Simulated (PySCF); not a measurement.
# ³³S chemical shifts

Computational details: GFN2-xTB geometry, NMR shieldings at PBE0/pcSseg-1/GIAO, in PySCF (one averaged value for each set of equivalent atoms, non-relativistic, one computed conformer, isolated molecule).

Shieldings were converted by a linear fit to measured shifts: ³³S (scatter 33.3 ppm rms vs sulfate, solution or neat liquid). A few per cent of atoms miss by over 2 rms, more outside the fitted compound classes.

Q: Give the ³³S shifts of `O=S(=O)(O)[C@H]1C=CC(F)=C1`.

A: 
```tsv
compound	environment	δ (ppm)
O=S(=O)(O)[C@H]1C=CC(F)=C1	sulfonyl sulfur	-23
```

Q: Match the shifts 2, -58, -116, -343 ppm to `Fc1ccns1`, `[SiH3]N([SiH3])P1(=S)CCC1`, `FC(F)=C(F)c1nccs1`, `N#C[C@@]1(F)SC(F)=C[C@H]1F`.

A: 2: Fc1ccns1 (aromatic ring sulfur); -58: FC(F)=C(F)c1nccs1 (aromatic ring sulfur); -116: N#C[C@@]1(F)SC(F)=C[C@H]1F (sulfide sulfur); -343: [SiH3]N([SiH3])P1(=S)CCC1 (sulfur bonded to P).
